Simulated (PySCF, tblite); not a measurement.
Compound: C₆H₉OP.
Numbering: `[CH2:1]=[CH:2][C:3]1=[CH:4][CH2:5][P@H:6](=[O:7])[CH2:8]1` (hydrogens: H9, H10 on C1; H11 on C2; H12 on C4; H13, H14 on C5; H15 on P6; H16, H17 on C8)

The geometry is computed with GFN2-xTB (gas phase).

Give the optimised bond lengths and angles.

| bond | length (Å) | order |
| --- | --- | --- |
| C1=C2 | 1.329 | double |
| C2–C3 | 1.449 | single |
| C3=C4 | 1.338 | double |
| C4–C5 | 1.493 | single |
| C5–P6 | 1.837 | single |
| P6=O7 | 1.463 | double |
| P6–C8 | 1.835 | single |
| C3–C8 | 1.506 | single |
| C1–H9 | 1.077 | single |
| C1–H10 | 1.076 | single |
| C2–H11 | 1.083 | single |
| C4–H12 | 1.079 | single |
| C5–H13 | 1.096 | single |
| C5–H14 | 1.091 | single |
| P6–H15 | 1.397 | single |
| C8–H16 | 1.091 | single |
| C8–H17 | 1.095 | single |

Orders are formal, as drawn. A selection of angles:
| angle | degrees |
| --- | --- |
| C1–C2–C3 | 125.4 |
| C2–C3–C4 | 123.1 |
| C2–C3–C8 | 121.5 |
| C4–C3–C8 | 115.4 |
| C3–C4–C5 | 117.8 |
| C4–C5–P6 | 102.5 |
| C5–P6–O7 | 119.1 |
| C5–P6–C8 | 93.9 |
| O7–P6–C8 | 118.9 |
| C3–C8–P6 | 103.3 |

Dihedral angles: C1–C2–C3–C4 175° (antiperiplanar); C2–C3–C4–C5 -179° (antiperiplanar); C3–C4–C5–P6 -18° (synperiplanar); C4–C5–P6–O7 150°; C5–P6–C8–C3 -23° (synperiplanar); C2–C3–C8–P6 -163° (antiperiplanar).

The 5-membered ring C3–C4–C5–P6–C8 has internal angles of 93.9° to 117.8°; it is puckered, 0.14 Å rms from its mean plane, widest ring torsion 23°. Of the pairs four or more bonds apart, C8···H9 is among the closest relative to their van der Waals radii: 2.72 Å, 94 % of the sum of Bondi's values. P6 (phosphoryl phosphorus) has angles from 93.9° to 119.1°. The 5 C–C bonds span 1.329 Å (C1=C2, drawn double) to 1.506 Å (C3–C8, drawn single), a spread of 0.177 Å.

Point group: C1 (no symmetry element, even within 0.4 Å). Its GFN2-xTB frequencies are all real (lowest 69 cm⁻¹). The numbers are those of one conformer.
